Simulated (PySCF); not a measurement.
SnCl₃, SMILES [Cl][Sn-]([Cl])[Cl], charge -1. Atoms are numbered in the order given.

```xyz
4

Sn     0.0000     0.0000     0.6259
Cl     1.9216     1.1095    -0.6136
Cl     0.0000    -2.2189    -0.6136
Cl    -1.9216     1.1095    -0.6136
```
Charge -1, spin multiplicity 1.

Coordinates come from a B3LYP-D3(BJ)/def2-SVPD optimisation. The isomer is the one that the SMILES or the coordinates give; other isomers of the formula were not compared. The def2 effective core potentials stand for the cores of Sn; spin–orbit coupling is left out.

These are PBE/def2-TZVPD (PySCF) values and carry that method's errors.

Isolated molecule, no solvent.

- total energy = -1594.65216 hartree
- point group = C3v
- highest occupied level = -2.01 eV
- lowest empty level = 2.20 eV
- orbital gap = 4.21 eV
- dipole moment about the centre of nuclear charge = 3.83 D
- mean static polarisability = 113.8 bohr³ (16.86 Å³)
- polarisability, principal values = 101.2, 120.1, 120.1 bohr³
